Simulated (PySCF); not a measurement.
## Spinor energies of Sn³²⁺ (tin, charge +32)

Start: [Ar]. Calculated with PySCF 2.14 in an even-tempered Gaussian basis (18 s from 1.9 bohr⁻², ratio 2.6; 14 p from 2.4 bohr⁻², ratio 2.6; 6 d from 2.5 bohr⁻², ratio 2.8; 3 f from 45 bohr⁻², ratio 2.8): generalised Hartree-Fock with the X2C-1e Hamiltonian and a Gaussian nucleus; spin-orbit coupling (SO) screened by Boettger's factors.

```
spinor shell  electrons  ε, screened SO (eV)  weight of nominal j (screened SO)  rms radius, screened SO (bohr)
       1s1/2          2             -30993.6                              1.000                          0.0333
       2s1/2          2              -6128.8                              1.000                           0.134
       2p1/2          2              -5831.3                              1.000                           0.116
       2p3/2          4              -5594.4                              1.000                           0.121
       3s1/2          2              -2251.6                              1.000                           0.330
       3p1/2          2              -2131.7                              1.000                           0.318
       3p3/2          4              -2076.4                              1.000                           0.327
```

```
   quantity  screened SO
E (hartree)  -5418.88008
        M_J            0
       ⟨J²⟩        0.000
       ⟨L²⟩        0.010
       ⟨S²⟩        0.010
```

Breit and QED terms are absent; they matter most for the inner s and p1/2 levels.

Densities and radii are taken from the X2C orbitals without a picture-change correction, which distorts them close to the nucleus.
